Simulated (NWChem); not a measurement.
# Excited singlets of H₂F₂Ge by symmetry

SMILES: [GeH2]([F])[F]
```xyz
5

Ge     0.0000     0.0000    -0.3372
F     -1.3897     0.0000     0.7235
F      1.3897     0.0000     0.7235
H      0.0000     1.3321    -1.1175
H      0.0000    -1.3321    -1.1175
```
Charge 0, spin multiplicity 1.

The numbers come from NWChem runs, not from measurements. Structure: optimised with PBE/def2-SVP, a minimum by its harmonic frequencies.

Basis set: def2-SVP. Symmetry labels belong to the abelian group C2v used in the runs, with the axes of the coordinates shown. Entries are the lowest vertical excitation energy of each symmetry in eV (for CIS and TDDFT among the lowest few roots); a state of one symmetry need not have the same character in every method. Symmetries that some method's roots don't reach, or where a double excitation leads the EOM-CCSD root, are left out.

The Hamiltonian is non-relativistic. The correlated methods keep 11 core orbitals frozen. B3LYP has NWChem's definition, with VWN1-RPA local correlation. The structure started from a generated list of species. No row is a measurement; the coupled-cluster row has its own basis-set and correlation limits.

```
method           a2     b2     b1     a1
------------  -----  -----  -----  -----
CIS           10.03  10.66  11.75  12.16
TD-PBE         7.71   7.92   8.54   8.47
TD-B3LYP       8.29   8.53   9.19   9.34
TD-CAM-B3LYP      …      …      …      …
EOM-CCSD       9.07   9.57  10.25  10.53
```

Task: Complete the blanks.

Result: 
- TD-CAM-B3LYP, a2: 8.49
- TD-CAM-B3LYP, b2: 8.80
- TD-CAM-B3LYP, b1: 9.54
- TD-CAM-B3LYP, a1: 9.73
